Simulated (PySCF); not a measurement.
# Working out the ionisation energy of Cl(2+)

Cl(2+) [Ne] 3s2 3p3 (4S) → Cl(3+) [Ne] 3s2 3p2 (3P). Computed with PySCF 2.14 in x2c-QZVPPall, with scalar relativity by spin-free X2C-1e. Frozen: 1s2. Energies in hartree (1 hartree = 27.21139 eV):

```tsv
part	Cl(2+) (lower)	Cl(3+) (upper)
UHF	-459.642038	-458.210468
MP2 opposite-spin	-0.201198	-0.189355
MP2 same-spin	-0.084115	-0.069203
```

Q: What does Hartree-Fock give?

A: (-458.210468) − (-459.642038) = 1.431570 hartree = 38.955 eV.

Q: What do MP2 and SCS-MP2 (6/5 opposite-spin, 1/3 same-spin) give?

A: The opposite-spin parts differ by 0.322 eV and the same-spin parts by 0.406 eV. MP2: 38.955 + (0.322) + (0.406) = 39.683 eV. SCS-MP2: 38.955 + 1.2 × (0.322) + (0.406)/3 = 39.477 eV.

A first-order spin-orbit estimate adds -0.102 eV to MP2 (valence and next inner shell), giving 39.581 eV against 39.8 ± 0.11 eV (semi-empirical (NIST evaluation); NIST Atomic Spectra Database, ionization energies).

What remains against the reference includes basis incompleteness, the frozen core and correlation beyond second order.
